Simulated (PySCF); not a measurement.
Zn(SiH3)(GeH3), SMILES [SiH3][Zn][GeH3] (B3LYP/def2-SVP optimised geometry):

```
9

Zn    -1.507    -1.997    -1.863
Si    -2.441    -3.234    -3.708
H     -3.897    -3.526    -3.507
H     -1.756    -4.552    -3.903
H     -2.322    -2.487    -5.001
Ge    -0.563    -0.746     0.000
H      0.988    -0.746     0.000
H     -0.988     0.746     0.000
H     -0.988    -1.309     1.381
```

Calculation: PySCF with B3LYP/def2-TZVP.

### Question
What are the frontier orbital energies and the dipole moment?

### Answer
HOMO-2 -9.07 eV, HOMO-1 -8.93 eV, HOMO -6.68 eV, LUMO -1.63 eV, LUMO+1 -1.63 eV; dipole moment 0.30 D.

On the same geometry PBE/def2-TZVP run with PySCF 2.14.0 gives HOMO-2 -8.03 eV, HOMO-1 -8.03 eV, HOMO -5.96 eV, LUMO -2.12 eV, LUMO+1 -2.12 eV; dipole moment 0.24 D.

Meta-Löwdin charges at B3LYP/def2-TZVP: Zn1 0.87, Si2 -0.18, H3 -0.08, H4 -0.08, H5 -0.08, Ge6 -0.31, H7 -0.05, H8 -0.05, H9 -0.05.
